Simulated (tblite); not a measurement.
C₆H₁₂FGeN.
Atom-mapped SMILES: `[CH3:1][CH2:2][C@@:3]([F:4])([C:5]#[N:6])[CH2:7][GeH2:8][CH3:9]` (hydrogens: H10, H11, H12 on C1; H13, H14 on C2; H15, H16 on C7; H17, H18 on Ge8; H19, H20, H21 on C9)

Computed with GFN2-xTB (tblite), gas phase: L-BFGS steps from a force-field or distance-geometry start until the largest atomic force falls under 0.01 eV/Å.

Step 68: E = -775.4545 eV
```
atom  x, y, z in Å  |  force x, y, z in eV/Å
C1     -3.3211    0.0817   -0.1637   -0.023   0.004   0.015
C2     -1.9900   -0.3627   -0.7596    0.013  -0.001  -0.014
C3     -0.7972    0.0332    0.1184    0.045  -0.018  -0.008
F4     -0.7684    1.4297    0.2275   -0.024   0.023   0.034
C5     -0.9560   -0.5245    1.4503   -0.013  -0.016   0.053
N6     -1.0775   -1.0151    2.4750    0.022   0.025  -0.027
C7      0.5508   -0.4010   -0.4448    0.059  -0.008  -0.002
Ge8     2.0210    0.6864    0.3535   -0.082   0.030  -0.007
C9      3.7616    0.0605   -0.3175    0.024  -0.001   0.004
H10    -3.3194    1.1562    0.0097    0.014  -0.021  -0.012
H11    -3.5023   -0.4201    0.7850   -0.012   0.007  -0.011
H12    -4.1343   -0.1558   -0.8460    0.021  -0.009   0.018
H13    -1.9692   -1.4478   -0.8853   -0.021   0.005  -0.006
H14    -1.8476    0.1010   -1.7374   -0.001   0.020  -0.029
H15     0.7034   -1.4604   -0.2358   -0.003  -0.005  -0.035
H16     0.5447   -0.2728   -1.5295   -0.008  -0.007   0.025
H17     1.8268    2.1316    0.0057    0.003  -0.010  -0.007
H18     1.9396    0.5603    1.8486   -0.005   0.000  -0.012
H19     3.8665    0.2502   -1.3832   -0.029  -0.003   0.020
H20     3.9014   -1.0033   -0.1474   -0.023  -0.003   0.017
H21     4.5584    0.5896    0.1964    0.043  -0.011  -0.018
```

Step 69: E = -775.4554 eV
```
atom  x, y, z in Å  |  force x, y, z in eV/Å
C1     -3.3186    0.0846   -0.1591   -0.026   0.008   0.019
C2     -1.9891   -0.3566   -0.7622   -0.017  -0.003  -0.010
C3     -0.7950    0.0269    0.1203   -0.001  -0.015  -0.005
F4     -0.7669    1.4235    0.2415    0.007  -0.001   0.028
C5     -0.9593   -0.5402    1.4481    0.005  -0.016   0.032
N6     -1.0818   -1.0391    2.4687    0.018   0.026  -0.024
C7      0.5524   -0.4080   -0.4445    0.021   0.007   0.003
Ge8     2.0164    0.6947    0.3410   -0.033   0.032   0.003
C9      3.7628    0.0608   -0.3113    0.022  -0.001   0.004
H10    -3.3110    1.1559    0.0309    0.012  -0.008  -0.010
H11    -3.5040   -0.4305    0.7812    0.002   0.001   0.004
H12    -4.1348   -0.1376   -0.8425    0.025  -0.012  -0.004
H13    -1.9736   -1.4401   -0.8989   -0.008  -0.002  -0.013
H14    -1.8493    0.1176   -1.7360    0.014   0.012  -0.006
H15     0.7090   -1.4656   -0.2265   -0.002   0.015  -0.041
H16     0.5397   -0.2883   -1.5300    0.004  -0.014   0.021
H17     1.8252    2.1356   -0.0311   -0.001  -0.032  -0.002
H18     1.9300    0.5909    1.8386   -0.007   0.005  -0.027
H19     3.8766    0.2381   -1.3776   -0.040   0.010  -0.003
H20     3.9056   -1.0006   -0.1312   -0.040  -0.018   0.032
H21     4.5568    0.5949    0.2007    0.047   0.005  -0.002
```

Step 70: E = -775.4559 eV
```
atom  x, y, z in Å  |  force x, y, z in eV/Å
C1     -3.3177    0.0857   -0.1569   -0.011   0.001   0.013
C2     -1.9888   -0.3546   -0.7628   -0.022  -0.001  -0.005
C3     -0.7941    0.0247    0.1213   -0.020  -0.009   0.002
F4     -0.7675    1.4214    0.2485    0.020  -0.013   0.024
C5     -0.9605   -0.5476    1.4469    0.009  -0.023   0.028
N6     -1.0845   -1.0525    2.4644    0.019   0.033  -0.027
C7      0.5538   -0.4086   -0.4440   -0.007   0.014   0.006
Ge8     2.0144    0.7004    0.3358    0.009   0.019   0.004
C9      3.7629    0.0598   -0.3086    0.011   0.001   0.007
H10    -3.3064    1.1551    0.0411    0.008   0.002  -0.006
H11    -3.5055   -0.4364    0.7788    0.004   0.001   0.012
H12    -4.1343   -0.1288   -0.8418    0.020  -0.013  -0.014
H13    -1.9749   -1.4375   -0.9032   -0.006  -0.009  -0.015
H14    -1.8498    0.1229   -1.7353    0.018   0.013   0.001
H15     0.7132   -1.4650   -0.2237   -0.001   0.010  -0.037
H16     0.5386   -0.2921   -1.5294    0.007  -0.012   0.006
H17     1.8255    2.1381   -0.0480   -0.005  -0.026  -0.003
H18     1.9258    0.6068    1.8338   -0.009   0.007  -0.026
H19     3.8794    0.2300   -1.3757   -0.043   0.012  -0.008
H20     3.9047   -1.0007   -0.1221   -0.046  -0.014   0.035
H21     4.5570    0.5959    0.2010    0.044   0.008   0.002
```

Question: Estimate the geometry and energy of step 71. (The exact step hangs on the optimiser's Hessian estimate; all steps are aligned on step 70, rigid shifts and turns removed.)

Answer: E = -775.4564 eV, largest force 0.061 eV/Å
```
atom  x, y, z in Å  |  force x, y, z in eV/Å
C1     -3.3161    0.0872   -0.1533    0.010  -0.005  -0.001
C2     -1.9887   -0.3523   -0.7643   -0.016   0.003   0.001
C3     -0.7934    0.0210    0.1225   -0.034   0.000   0.008
F4     -0.7685    1.4178    0.2585    0.032  -0.029   0.018
C5     -0.9621   -0.5587    1.4448    0.020   0.003  -0.039
N6     -1.0881   -1.0707    2.4578    0.012   0.006   0.033
C7      0.5558   -0.4086   -0.4432   -0.037   0.012   0.002
Ge8     2.0115    0.7093    0.3289    0.060  -0.006   0.002
C9      3.7624    0.0580   -0.3047    0.001   0.009   0.015
H10    -3.2985    1.1543    0.0554   -0.001   0.009  -0.002
H11    -3.5061   -0.4443    0.7763    0.005   0.001   0.020
H12    -4.1335   -0.1162   -0.8401    0.011  -0.013  -0.022
H13    -1.9764   -1.4345   -0.9103   -0.005  -0.006  -0.016
H14    -1.8498    0.1303   -1.7347    0.017   0.008   0.017
H15     0.7202   -1.4634   -0.2200   -0.002   0.004  -0.030
H16     0.5377   -0.2972   -1.5285    0.010  -0.008  -0.013
H17     1.8256    2.1416   -0.0714   -0.011  -0.010  -0.005
H18     1.9186    0.6296    1.8268   -0.009   0.010  -0.018
H19     3.8815    0.2181   -1.3732   -0.044   0.011  -0.004
H20     3.9014   -1.0015   -0.1083   -0.050   0.001   0.035
H21     4.5575    0.5971    0.2011    0.030   0.000  -0.001
```

The energy changes by -0.0006 eV. The first-order estimate −F·Δx gives -0.0008 eV and the mean of the old and new forces, exact on a quadratic surface, -0.0006 eV. The step makes an angle of 84° with the force vector and moves no atom by more than 0.025 Å.

What follows is the cost of the whole relaxation. Time: 1.0 s. Hardware: one thread, Arm Neoverse V2 (aarch64), shared host with 32 logical CPUs at a one-minute load of 14.
